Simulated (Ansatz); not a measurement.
Triethylgallium (TEGa) (`C[CH2][Ga]([CH2]C)[CH2]C`). The species carries charge 0 and has multiplicity 1. Correlated methods include outer-core shells of Ga, which these sets cover unevenly. Scalar relativity is left out up to krypton.

```xyz
22

C    -2.226    0.699   -1.860
C    -0.745    0.936   -1.585
Ga   -0.001    0.003    0.002
C     1.916    0.218    0.472
C     2.730    1.113   -0.456
C    -1.174   -1.143    1.121
C    -0.502   -1.822    2.308
H    -2.849    1.021   -1.020
H    -2.575    1.240   -2.746
H    -2.442   -0.360   -2.023
H    -0.543    2.007   -1.460
H    -0.140    0.641   -2.451
H     2.356   -0.786    0.523
H     1.961    0.590    1.503
H     3.777    1.191   -0.144
H     2.728    0.738   -1.483
H     2.329    2.129   -0.492
H    -1.632   -1.889    0.458
H    -2.014   -0.522    1.457
H    -1.200   -2.438    2.884
H     0.316   -2.475    1.991
H    -0.071   -1.093    3.000
```

Give the diagnostics of a CCSD(T)/def2-TZVPP run (frozen core, Ansatz). (Estimate.)

The calculation gave: T1 = 0.0103, largest single amplitude 0.012, largest double 0.013, (T) share of the correlation energy 3.8 %, 8 CCSD cycles. The RHF solution is stable towards an unrestricted one. T1 lies under the customary mark of 0.02 for closed shells.
